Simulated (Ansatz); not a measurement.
Calculated with Ansatz (gas phase, PBE0-D4/def2-TZVP geometries, no zero-point term in ΔE). CCSD(T)/CBS is the MP2 limit (def2-TZVPP, def2-QZVPP) plus CCSD(T) − MP2 in def2-TZVPP, frozen cores. Functionals use def2-TZVPP. For V outer-core shells are correlated without core-valence functions, which leaves a few kJ/mol of doubt a bond. Scalar relativity is left out up to krypton. One conformer a species, not always the lowest.

Reaction (redistribution): `CO[Si]OC` + `[O]=[V]([OH])([F])[Cl]` → `CO[Si]Cl` + `C[O][V](=[O])([OH])[F]`

```json
{"level": "CAM-B3LYP-D4", "ΔE (kJ/mol)": "-9.7"}
{"level": "PBE-QIDH", "ΔE (kJ/mol)": "-5.1"}
{"level": "LC-ωPBE", "ΔE (kJ/mol)": "-12.2"}
{"level": "MP2/def2-QZVPP", "ΔE (kJ/mol)": "3.3"}
```

What does CCSD(T)/CBS give? (Estimate.)

Ansatz gave: -13.4 kJ/mol. The listed levels differ from it by 3.7, 8.3, 1.2, 16.7 kJ/mol.

Largest T1 diagnostic among the species: 0.032, so the coupled-cluster value is less sure than usual.

From PBE to PBE0 (25 % exact exchange), in def2-TZVPP and without D4, ΔE moves by +4.4 kJ/mol. At CCSD(T), def2-SVP lies −14.1 kJ/mol from the extrapolated value and def2-TZVPP +3.5 kJ/mol. Leaving LDA and LC-ωPBE aside and taking each functional with its dispersion term where it has one, the values, not all of them listed here, spread over 12.0 kJ/mol, from PBE-D4 to PBE-QIDH.
